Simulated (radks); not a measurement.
Question: These are the eigenvalues of the occupied orbitals of an atom or ion with whole-number occupations (hartree). All-electron calculation, Dirac Kohn-Sham, PBEsol, spin-unpolarised, spherical densities, finite nucleus; Fermi nuclear charge, rms radius of each element as measured or else 0.836 A^(1/3) + 0.57 fm. Program: a radial shooting solver on a logarithmic mesh with Libxc functionals.

orbital  eigenvalue
1s1/2     -46.17812
2s1/2      -2.92481
2p1/2      -1.71757
2p3/2      -1.70700
3s1/2      -0.17196

Which element is it, and in what charge state? The configuration may be excited. Open shells, if any, fill j = l - 1/2 first.

Answer: Z = 12, magnesium, charge 0: Mg in [Ne] 3s2. The list shows which subshells hold electrons but not how many an open one holds; the 1s level, -46.178 hartree, gives Z - s = 9.6 by -(Z - s)^2/2, which with screening and relativity narrows Z to a few neighbours, and the depths of the outer levels then fix element, charge and occupations together.
